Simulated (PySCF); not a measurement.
Two species compared at the same levels of theory.

First species: C6H13ClOSi.
SMILES: `CC(C)CC(=O)[SiH2]CCl`

Second species: C8H11ClO.
Atom-mapped SMILES: `[CH2:1]=[CH:2][C@@:3]1([C:4](=[O:5])[Cl:6])[CH2:7][C:8]1([CH3:9])[CH3:10]` (hydrogens: H11, H12 on C1; H13 on C2; H14, H15 on C7; H16, H17, H18 on C9; H19, H20, H21 on C10)

Cartesian coordinates in Å at the GFN2-xTB level; atoms count from 1:
```
atom  x, y, z in Å
C1     2.599    0.784    0.389
C2     1.467    0.898   -0.280
C3     0.514   -0.229   -0.485
C4     0.561   -0.881   -1.794
O5     0.089   -1.923   -2.122
Cl6    1.461    0.068   -3.002
C7     0.146   -1.132    0.684
C8    -0.864   -0.149    0.213
C9    -1.105    1.094    1.039
C10   -2.101   -0.637   -0.500
H11    3.269    1.616    0.513
H12    2.906   -0.148    0.835
H13    1.185    1.839   -0.734
H14    0.659   -0.951    1.616
H15   -0.011   -2.175    0.451
H16   -1.872    0.892    1.785
H17   -0.200    1.413    1.549
H18   -1.454    1.909    0.407
H19   -2.497    0.138   -1.154
H20   -2.865   -0.886    0.235
H21   -1.898   -1.524   -1.092
```

Levels: PBE0/pcSseg-1 for dipole moment, HOMO energy, LUMO energy and HOMO–LUMO gap; GFN2-xTB for rotational constant A and rotational constant C. Geometries: GFN2-xTB. Each structure is a single optimised conformer of the isolated species, non-relativistic unless stated; the electronic structure was computed with PySCF and density fitting.

Dipoles, sizes and rotational constants follow the conformer. The torsions of the flexible species, by atom-mapped SMILES:
- `[CH3:1][CH:2]([CH3:3])[CH2:4][C:5](=[O:6])[SiH2:7][CH2:8][Cl:9]`: C1–C2–C4–C5 70°, C2–C4–C5–O6 17°, C4–C5–Si7–C8 -178°, C5–Si7–C8–Cl9 -179°
- `[CH2:1]=[CH:2][C@@:3]1([C:4](=[O:5])[Cl:6])[CH2:7][C:8]1([CH3:9])[CH3:10]`: C1–C2–C3–C4 -101°, C2–C3–C4–O5 166°

**Question.** Which has the higher rotational constant A?

**Answer.** The first: 3.725 GHz against 1.489 GHz, a difference of 2.236 GHz.

**Question.** Which has the higher rotational constant C?

**Answer.** The second: 0.748 GHz against 0.357 GHz, a difference of 0.391 GHz.

**Question.** Which has the higher HOMO energy?

**Answer.** The first: -6.93 eV against -7.59 eV, a difference of 0.66 eV.

**Question.** Which of the two has the higher LUMO energy, and by how much?

**Answer.** The second: -0.95 eV against -1.27 eV, a difference of 0.32 eV.

**Question.** Which of the two has the higher HOMO–LUMO gap, and by how much?

**Answer.** The second: 6.64 eV against 5.66 eV, a difference of 0.98 eV.

**Question.** Which of the two has the higher dipole moment, and by how much?

**Answer.** The second: 3.61 D against 2.61 D, a difference of 1.00 D.

On the first: A dipole of 2.61 D is allowed in C1, and pure rotational transitions are dipole-allowed. The dipole matches unit charges of opposite sign 0.54 Å apart (1 e·Å = 4.8032 D).

On the second: The dipole matches unit charges of opposite sign 0.75 Å apart (1 e·Å = 4.8032 D).
